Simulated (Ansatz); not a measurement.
Cartesian coordinates (Å):
SMILES: [H]/N=C\[SiH]=N\[H]
```xyz
8

N     -1.6625    -0.0468     1.3561
C     -1.1268    -0.4991     0.2967
Si     0.6430    -0.1066    -0.1963
N      1.4266     0.8389     0.8174
H     -1.0031     0.5411     1.8765
H     -1.7407    -1.1428    -0.3414
H      1.0820    -0.7314    -1.4713
H      2.3816     1.1468     0.7048
```
Charge 0, spin multiplicity 1.

These are frozen-core CCSD(T)/cc-pVTZ // B3LYP-D3(BJ)/def2-TZVP in Ansatz (a first-principles code) values and carry that method's errors. The restricted HF reference is unstable towards unrestricted orbitals.

```
Quantity                        Value
----------------------  -------------
HF energy               -438.02798 Ha
MP2 correlation energy    -0.68707 Ha
```

Problem. Estimate the CCSD correlation energy, the (T) correction, the total energy and the T1 diagnostic.

Solution. 
- CCSD correlation energy = -0.71087 Ha
- (T) correction = -0.03524 Ha
- CCSD(T) total energy = -438.77409 Ha
- T1 diagnostic = 0.017
